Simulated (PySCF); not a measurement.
# Zr⁺: ionisation energy

Zr⁺ [Kr] 4d2 5s1 (4F) → Zr²⁺ [Kr] 4d2 (3F), as a difference of total energies. Calculation: PySCF 2.14, in def2-TZVP with the def2 core potential (28 electrons); a scalar-relativistic core potential. Correlated levels: valence: 4s2 4p6 frozen. The calculations carry no spin-orbit coupling.

```csv
method,ionisation energy (eV),difference from reference (eV)
UHF,12.303,-0.827
BP86,13.515,+0.385
M06-L,12.370,-0.760
MP2 (valence),12.491,-0.639
SCS-MP2 (valence),12.366,-0.764
```

Reference: 13.13 eV (measured; NIST Atomic Spectra Database, ionization energies).

The reference lies between the lowest fine-structure levels, while these numbers refer to the centres of the terms.

Errors of the correlated levels include the incompleteness of this basis and the frozen core.
